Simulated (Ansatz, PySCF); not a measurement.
Donor–acceptor adduct: AlH3 (SMILES [AlH3]) (first 4 atoms) with H2S (SMILES S); geometry from B3LYP-D3(BJ)/def2-TZVP, rigid monomers moved along the line of their centres of mass till Al1···S5 is 4.64 Å.
(charge 0, multiplicity 1):
```xyz
7

Al    -0.25202    -0.12635     0.49226
H     -1.00169    -1.49315     0.80040
H     -1.11701     1.19677     0.33868
H      1.19678    -0.18373    -0.15600
S      1.22330     0.80012     4.78937
H      1.72913    -0.40857     5.09152
H      0.07636     0.56430     5.45042
```

Interaction energies are E(AB) − E(A) − E(B) at the monomers' geometry in the complex; basis-set methods are counterpoise corrected.

Correlated levels freeze the cores. CBS(a, b) extrapolates the correlation energy as X⁻³ and adds the Hartree–Fock energy of set b.

Run with Ansatz (an electronic-structure program) with Gaussian orbitals; PySCF for the dispersion terms. Values without a source in brackets are computed.

PBE/def2-TZVPPD gives -1.60 kcal/mol for the interaction energy.

Task: Where do these levels fall relative to PBE: PBE-D3(BJ)/def2-TZVPPD, r2SCAN/def2-TZVPPD, PBE0/def2-TZVPPD, wB97M-V/def2-TZVPPD, MP2/CBS(aug-cc-pV(D+d)Z, aug-cc-pV(T+d)Z), CCSD(T)/CBS(aug-cc-pV(D+d)Z, aug-cc-pV(T+d)Z).

Result: PBE-D3(BJ)/def2-TZVPPD -0.32; r2SCAN/def2-TZVPPD -0.04; PBE0/def2-TZVPPD 0.06; wB97M-V/def2-TZVPPD -0.12; MP2/CBS(aug-cc-pV(D+d)Z, aug-cc-pV(T+d)Z) -0.14; CCSD(T)/CBS(aug-cc-pV(D+d)Z, aug-cc-pV(T+d)Z) -0.10 kcal/mol. 1 of 6 lie above PBE; the widest gap is to PBE-D3(BJ)/def2-TZVPPD.
